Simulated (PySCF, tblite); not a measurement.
5-hexyn-2-one, C6H8O.
SMILES with atom numbers: `[CH:1]#[C:2][CH2:3][CH2:4][C:5]([CH3:6])=[O:7]` (hydrogens: H8 on C1; H9, H10 on C3; H11, H12 on C4; H13, H14, H15 on C6)

Computed with GFN2-xTB (tblite), gas phase: Langevin dynamics at 200 K from the optimised GFN2-xTB geometry, time step 0.5 fs, friction 0.01 fs⁻¹, 2000 steps. Over the second half of the run the saved frames average 229 K.

Frame at 250 fs, instantaneous temperature 116 K:
```
atom  x, y, z in Å
C1      2.952    1.179    0.078
C2      2.114    0.340   -0.088
C3      1.015   -0.553   -0.095
C4     -0.259    0.221    0.014
C5     -1.457   -0.618    0.329
C6     -2.767    0.011    0.037
O7     -1.374   -1.756    0.833
H8      3.591    1.999    0.226
H9      1.108   -1.288    0.666
H10     1.115   -1.088   -1.047
H11    -0.476    0.857   -0.813
H12    -0.248    0.908    0.888
H13    -3.119    0.501    0.960
H14    -2.674    0.782   -0.747
H15    -3.420   -0.757   -0.273
```

Frame at 425 fs, instantaneous temperature 155 K:
```
atom  x, y, z in Å
C1      2.923    1.227    0.244
C2      2.014    0.463    0.082
C3      0.939   -0.487    0.112
C4     -0.336    0.171    0.537
C5     -1.443   -0.899    0.417
C6     -2.813   -0.417    0.021
O7     -1.204   -2.075    0.654
H8      3.645    1.958    0.101
H9      1.170   -1.214    0.876
H10     0.915   -1.029   -0.830
H11    -0.599    0.965   -0.137
H12    -0.383    0.360    1.584
H13    -3.077    0.604    0.331
H14    -2.750   -0.391   -1.103
H15    -3.567   -1.136    0.260
```

Frame at 625 fs, instantaneous temperature 241 K:
```
atom  x, y, z in Å
C1      2.452    2.094    0.481
C2      1.721    1.184    0.274
C3      0.931   -0.055    0.109
C4     -0.515    0.304    0.243
C5     -1.422   -0.910    0.386
C6     -2.938   -0.682    0.127
O7     -0.935   -1.959    0.640
H8      3.047    2.989    0.520
H9      1.204   -0.732    0.937
H10     1.279   -0.499   -0.832
H11    -0.814    0.912   -0.549
H12    -0.671    0.886    1.153
H13    -3.220    0.371    0.230
H14    -3.195   -0.947   -0.957
H15    -3.550   -1.314    0.804
```

Frame at 800 fs, instantaneous temperature 251 K:
```
atom  x, y, z in Å
C1      2.188    1.756    1.707
C2      1.818    0.942    0.932
C3      1.115   -0.035    0.116
C4     -0.434    0.128    0.354
C5     -1.240   -1.083    0.034
C6     -2.662   -0.795   -0.378
O7     -0.780   -2.208    0.188
H8      2.584    2.632    2.131
H9      1.333   -1.093    0.363
H10     1.324    0.184   -0.932
H11    -0.812    1.036   -0.132
H12    -0.520    0.254    1.455
H13    -3.233   -0.581    0.563
H14    -2.687    0.071   -1.037
H15    -3.096   -1.690   -0.807
```

Frame at 1000 fs, instantaneous temperature 212 K:
```
atom  x, y, z in Å
C1      2.365    1.866    1.750
C2      1.813    0.936    1.202
C3      1.226   -0.290    0.802
C4     -0.174    0.158    0.358
C5     -1.000   -1.044   -0.077
C6     -2.288   -0.593   -0.734
O7     -0.684   -2.193   -0.031
H8      2.643    2.813    2.133
H9      1.144   -1.099    1.526
H10     1.783   -0.687   -0.067
H11    -0.144    0.820   -0.501
H12    -0.704    0.710    1.161
H13    -2.518    0.437   -0.462
H14    -2.114   -0.647   -1.824
H15    -3.085   -1.255   -0.472
```

**Question.** What do single points at PBE0/pcSseg-1 (PySCF, gas phase) give on these frames?

**Answer.** 
```json
{"t (fs)": "250", "GFN2-xTB E above start (eV)": "0.36", "DFT E above lowest frame (eV)": "0.05", "HOMO (eV)": "-7.29", "LUMO (eV)": "-0.75", "dipole (D)": "2.98"}
{"t (fs)": "425", "GFN2-xTB E above start (eV)": "0.37", "DFT E above lowest frame (eV)": "0.13", "HOMO (eV)": "-7.23", "LUMO (eV)": "-0.55", "dipole (D)": "2.74"}
{"t (fs)": "625", "GFN2-xTB E above start (eV)": "0.34", "DFT E above lowest frame (eV)": "0.01", "HOMO (eV)": "-7.29", "LUMO (eV)": "-0.40", "dipole (D)": "2.54"}
{"t (fs)": "800", "GFN2-xTB E above start (eV)": "0.26", "DFT E above lowest frame (eV)": "0.00", "HOMO (eV)": "-7.36", "LUMO (eV)": "-0.78", "dipole (D)": "3.04"}
{"t (fs)": "1000", "GFN2-xTB E above start (eV)": "0.29", "DFT E above lowest frame (eV)": "0.07", "HOMO (eV)": "-7.16", "LUMO (eV)": "-0.45", "dipole (D)": "2.59"}
```

The two levels order the frames alike by energy but for pairs within 0.08 eV at one level; measured from each level's lowest frame they differ by 0.07 eV at most. The HOMO–LUMO gap runs from 6.54 to 6.89 eV. These are instantaneous structures, not minima.

**Question.** And the isotropic GIAO shieldings (ppm) from the same runs?

**Answer.** 
```
atom  250 fs  425 fs  625 fs  800 fs  1000 fs    mean  range
  C1   111.0   112.2   113.1   111.0    107.5   111.0    5.6
  C2    95.5    93.0    96.2    93.2     95.5    94.7    3.2
  C3   178.3   173.1   171.0   168.1    173.5   172.8   10.2
  C4   137.2   141.1   141.9   134.7    132.2   137.4    9.7
  C5   -38.8   -35.3   -18.2   -30.2    -22.8   -29.1   20.6
  C6   155.4   152.5   152.9   151.5    154.4   153.3    3.9
  O7  -359.8  -334.3  -311.3  -338.3   -295.6  -327.9   64.2
  H8    30.2    30.6    29.6    30.1     29.7    30.0    1.0
  H9    29.4    28.9    28.4    28.1     29.0    28.8    1.3
 H10    29.7    30.0    29.4    29.7     29.3    29.6    0.7
 H11    29.1    29.3    30.1    28.4     28.9    29.2    1.7
 H12    28.9    30.0    29.6    28.8     28.5    29.2    1.5
 H13    29.0    28.8    29.1    28.6     29.4    29.0    0.8
 H14    29.1    29.0    28.3    29.2     29.3    29.0    1.0
 H15    30.0    29.8    29.1    29.5     30.1    29.7    1.0
```

What follows is the cost of the whole dynamics run. Time: 11 s wall; peak memory 0.17 GiB. Hardware: Arm Neoverse V1, one thread, shared host with 32 logical CPUs at a one-minute load of 23.
